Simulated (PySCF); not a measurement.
Species: cyclohexanol, C₆H₁₂O.
Numbering: `[OH:1][CH:2]1[CH2:3][CH2:4][CH2:5][CH2:6][CH2:7]1` (hydrogens: H8 on O1; H9 on C2; H10, H11 on C3; H12, H13 on C4; H14, H15 on C5; H16, H17 on C6; H18, H19 on C7)

Computed by this run: PBE0-D3(BJ)/def2-SVP geometry optimisation, gas phase (PySCF 2.14.0); density fitting, grid level 2; the optimiser is geomeTRIC in internal coordinates, started from a GFN2-xTB structure.

Step 0: E = -8449.6993 eV
```
atom  x, y, z in Å  |  force x, y, z in eV/Å
O1      2.5045    0.8372    0.1454   -0.005   0.010   0.065
C2      1.1754    0.4431    0.4118    0.334  -0.021  -0.898
C3      0.1599    1.3394   -0.3033   -0.120  -0.308   0.760
C4     -1.2655    0.9254    0.0485    0.282  -0.296  -0.586
C5     -1.5055   -0.5358   -0.3195    0.219   0.158   0.635
C6     -0.4966   -1.4348    0.3894    0.112   0.241  -0.664
C7      0.9289   -1.0215    0.0373   -0.337   0.365   0.664
H8      2.6627    0.7523   -0.8020   -0.089  -0.023   0.037
H9      1.0667    0.5634    1.4952   -0.132  -0.002   0.264
H10     0.3094    1.2556   -1.3841    0.102  -0.013  -0.365
H11     0.3347    2.3791   -0.0205    0.142   0.331   0.021
H12    -1.4266    1.0600    1.1203   -0.119   0.101   0.370
H13    -1.9755    1.5647   -0.4798   -0.270   0.244  -0.059
H14    -2.5208   -0.8271   -0.0432   -0.353  -0.114  -0.011
H15    -1.4053   -0.6590   -1.4007   -0.027  -0.066  -0.382
H16    -0.6387   -1.3569    1.4696   -0.070  -0.055   0.386
H17    -0.6585   -2.4761    0.1036   -0.076  -0.355   0.032
H18     1.0919   -1.1475   -1.0376    0.107  -0.024  -0.360
H19     1.6491   -1.6519    0.5622    0.301  -0.174   0.089
```

Q: Estimate the geometry and energy of step 1. (The exact step hangs on the optimiser's Hessian estimate; all steps are aligned on step 0, rigid shifts and turns removed.)

A: E = -8449.7448 eV, largest force 0.171 eV/Å
```
atom  x, y, z in Å  |  force x, y, z in eV/Å
O1      2.5101    0.8353    0.1168   -0.003  -0.003  -0.014
C2      1.1899    0.4457    0.3980   -0.083  -0.004   0.150
C3      0.1627    1.3456   -0.2815    0.064   0.045  -0.109
C4     -1.2681    0.9281    0.0350   -0.053   0.042   0.094
C5     -1.5114   -0.5364   -0.3093   -0.037  -0.028  -0.106
C6     -0.4959   -1.4419    0.3772   -0.027  -0.038   0.105
C7      0.9332   -1.0193    0.0599    0.087  -0.026  -0.098
H8      2.6406    0.7414   -0.8335    0.010   0.003  -0.003
H9      1.0784    0.5675    1.4933    0.023  -0.002  -0.068
H10     0.3267    1.2873   -1.3773   -0.007   0.009   0.058
H11     0.3510    2.3921    0.0094   -0.003  -0.028  -0.010
H12    -1.4589    1.0820    1.1146    0.006  -0.002  -0.059
H13    -1.9825    1.5770   -0.4983    0.020  -0.017   0.014
H14    -2.5384   -0.8316   -0.0370    0.027   0.008  -0.003
H15    -1.4303   -0.6683   -1.4058   -0.014   0.004   0.057
H16    -0.6518   -1.3944    1.4723    0.009  -0.011  -0.058
H17    -0.6561   -2.4943    0.0899    0.005   0.028   0.008
H18     1.1243   -1.1602   -1.0240   -0.005   0.004   0.059
H19     1.6668   -1.6464    0.5927   -0.018   0.017  -0.017
```

The energy changes by -0.0456 eV. The first-order estimate −F·Δx gives -0.1025 eV and the mean of the old and new forces, exact on a quadratic surface, -0.0457 eV. The step makes an angle of 69° with the force vector and moves no atom by more than 0.040 Å.

What follows is the cost of the whole optimisation. The run took 41 s wall on Arm Neoverse V2, one thread, shared host with 192 logical CPUs at a one-minute load of 121, and the process peaked at 0.74 GiB of memory.
